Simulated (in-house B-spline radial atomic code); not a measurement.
A run on Cs that did not converge. Method: scalar-relativistic (X2C) B97-1, spin-polarised, spherical fractional occupations, Fermi nucleus of rms radius 4.8041 fm; computed with an all-electron radial atomic-structure program (B-spline basis).

Command:
```bash
python run_scf.py task.json out
```
Settings (nuclear radius in fm, mass in u):
```
Z                55
configuration    [Xe] 6s1
hamiltonian      x2c
method           b97_1
spin_polarised   True
nucleus          fermi
rms_radius       4.8041
atomic_mass      132.90545
speed_of_light   137.035999084
```

First and last ten iterations of the last attempt (damped for 15 steps, keeping 80 % of the old Fock matrix, then DIIS):
```
 iter        energy (Eh)    residual
    1       -7781.721296    4.78e-01
    2       -7783.282798    2.61e-01
    3       -7784.765871    1.70e-01
    4       -7785.438922    1.09e-01
    5       -7785.734903    6.91e-02
    6       -7785.861980    4.37e-02
    7       -7785.915667    2.78e-02
    8       -7785.938164    1.77e-02
    9       -7785.947593    1.13e-02
   10       -7785.951581    7.22e-03
  111       -7785.954908    2.70e-06
  112       -7785.954908    2.07e-06
  113       -7785.954908    2.29e-06
  114       -7785.954908    2.21e-06
  115       -7785.954908    4.22e-06
  116       -7785.954908    6.84e-06
  117       -7785.954908    8.49e-06
  118       -7785.954908    1.28e-05
  119       -7785.954908    9.68e-06
  120       -7785.954908    2.42e-06
 not converged after 120 iterations
```

The smallest residual met was 2.0e-06; the threshold is about 6e-07. Over the last five steps the energy moves by less than 1e-08 hartree, but the orbitals didn't meet the threshold. Time taken, with all properties: 4 s on 1 thread of Arm Neoverse V2, with other jobs on the host.
